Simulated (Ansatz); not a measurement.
The same hydrogen abstraction along the group O, S, Te.

Gas-phase electronic energies from Ansatz, PBE0-D4/def2-TZVP geometries. CCSD(T)/CBS is the MP2 limit (def2-TZVPP, def2-QZVPP) plus CCSD(T) − MP2 in def2-TZVPP, frozen cores. This one scheme is used for every species. DFT in def2-TZVPP. No spin–orbit coupling; open shells (•) take unrestricted orbitals. Elements past krypton have def2 core potentials. For Te outer-core shells are correlated without core-valence functions, which leaves a few kJ/mol of doubt a bond.

```json
{"reaction": "`COC` + `[CH3]`• → `[CH2]OC`• + CH₄", "r2SCAN-D4 (kcal/mol)": "-9.7", "B97M-V (kcal/mol)": "-10.0", "PBE-D4 (kcal/mol)": "-11.8", "B2PLYP (kcal/mol)": "-9.9", "CCSD(T)/CBS(def2) (kcal/mol)": "-8.9"}
{"reaction": "`CSC` + `[CH3]`• → `[CH2]SC`• + CH₄", "r2SCAN-D4 (kcal/mol)": "-12.4", "B97M-V (kcal/mol)": "-13.3", "PBE-D4 (kcal/mol)": "-14.4", "B2PLYP (kcal/mol)": "-12.2", "CCSD(T)/CBS(def2) (kcal/mol)": "-11.1"}
{"reaction": "`C[Te]C` + `[CH3]`• → `[CH2][Te]C`• + CH₄", "r2SCAN-D4 (kcal/mol)": "-8.6", "B97M-V (kcal/mol)": "-10.3", "PBE-D4 (kcal/mol)": "-10.5", "B2PLYP (kcal/mol)": "-8.2", "CCSD(T)/CBS(def2) (kcal/mol)": "-7.7"}
```

Largest T1 diagnostic: 0.019, for `[CH2][Te]C`•.
